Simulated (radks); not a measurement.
Effect of the nuclear size on the titanium ion Ti+, [Ar] 3d2 4s1. Method: Dirac Kohn-Sham, exchange-only LDA, spin-unpolarised, spherical densities, finite nucleus; open shells are shared between the two j in proportion to 2j + 1; Fermi nuclear charge, rms radius 3.5921 fm; computed with a radial shooting solver on a logarithmic mesh with Libxc functionals. The rms radius is varied about that value; shifts are against it.

rms radius (fm),total energy shift (eV),density at nucleus (e/bohr^3),1s1/2 shift (meV),2s1/2 shift (meV),3s1/2 shift (meV)
2.906,-0.0168,8495,-7.11,-0.592,-0.079
3.3838,-0.00546,8455,-2.31,-0.192,-0.026
3.5921,0,8440,0.000,0.000,0.000
3.7681,0.00486,8427,2.06,0.171,0.023
4.3824,0.0236,8388,9.98,0.831,0.111

Slopes of the eigenvalues against <r^2> in GHz/fm^2, as finite differences over the two radii next to the reference (eigenvalue slopes, not the field-shift constants of lines): 1s1/2 384, 2s1/2 32.0, 3s1/2 4.26.
